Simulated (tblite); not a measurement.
**Question.** Give a GFN2-xTB geometry of `N#C[C@@H]1[C@@H]([SiH2][SiH3])C[C@@H]1Cl`.

**Answer.** 
```
atom  x, y, z in Å
N1    -2.7020    0.8169    2.6944
C2    -2.2470    0.3266    1.7670
C3    -1.6166   -0.2750    0.6263
C4    -0.1326    0.1585    0.4890
Si5    1.0442   -1.2385   -0.0632
Si6    3.1787   -0.4105   -0.3877
C7    -0.5439    1.1403   -0.6232
C8    -1.8978    0.4376   -0.7097
Cl9   -3.3357    1.4841   -0.7741
H10   -1.8199   -1.3490    0.6332
H11    0.2422    0.6532    1.3871
H12    0.9205   -2.2746    0.9721
H13    0.4252   -1.8151   -1.2680
H14    4.1476   -1.5062   -0.4302
H15    3.5881    0.5022    0.6823
H16    3.3084    0.3242   -1.6491
H17    0.0462    1.1294   -1.5383
H18   -0.6386    2.1673   -0.2738
H19   -1.9770   -0.2620   -1.5413
```

Any rigid rotation of these coordinates is as good. Atoms count from 1 in this order. The 5 C–C bonds span 1.435 Å (C2–C3, drawn single) to 1.552 Å (C3–C4, drawn single), a spread of 0.117 Å. Si6 (SiH3 silicon) is tetrahedral (angles from 107.0° to 112.5°). Si5 (SiH2 silicon) is distorted tetrahedral (angles from 105.1° to 115.4°). The 4-membered ring C3–C4–C7–C8 has internal angles of 88.2° to 90.1°; it is puckered, 0.09 Å rms from its mean plane, widest ring torsion 14°.

Bonds between heavy atoms (Å): N1≡C2 1.143, C2–C3 1.435, C3–C4 1.552, C4–Si5 1.908, Si5–Si6 2.312, C4–C7 1.539, C7–C8 1.528, C8–Cl9 1.780, C3–C8 1.540.

Structure optimised with GFN2-xTB, isolated species.

Point group: C1 (no symmetry element, even within 0.4 Å). Its lowest GFN2-xTB frequency is 14 cm⁻¹, too small to tell a flat minimum from a shallow saddle. One conformer, not necessarily the lowest (C3–C4–Si5–Si6 175°, C2–C3–C4–Si5 141°, C3–C4–C7–C8 -14°, C4–C7–C8–Cl9 134°, C2–C3–C8–C7 100°). 3 starts were optimised and ended at 0.00, 0.03 and 0.11 kcal/mol (GFN2-xTB); the lowest of these is shown.

The numbers are calculated, not measured.
